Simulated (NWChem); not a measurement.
# C3H7NSi; SMILES C=C=C[SiH2]N

```xyz
12

C     -0.6230    -2.5146     0.0000
C      0.2397    -1.5285     0.0010
C      1.0614    -0.5093     0.0020
Si     0.4326     1.2666    -0.0001
N     -1.2878     1.4354    -0.0019
H     -0.9901    -2.9467     0.9368
H     -0.9867    -2.9479    -0.9375
H      2.1435    -0.7081     0.0041
H      0.9697     1.9446    -1.2192
H      0.9678     1.9463     1.2190
H     -1.7981     1.1544    -0.8329
H     -1.8003     1.1520     0.8269
```
Atoms are numbered in this order, from 1.

Program: NWChem. Pople sets run with spherical d functions. Structure relaxed at the PBE0/def2-SVP level. Not confirmed as a minimum by frequencies. Vzz is the largest principal value of the second derivative of the potential at the nucleus (NWChem prints the opposite sign); η is the asymmetry. Non-relativistic.

For level PBE0/def2-TZVP:

```
Quantity        Value
-------------  ------
Vzz N5 (a.u.)  -0.853
```

How do the values read with level CAM-B3LYP/6-31G* instead?


- Vzz N5 (a.u.) = -0.882
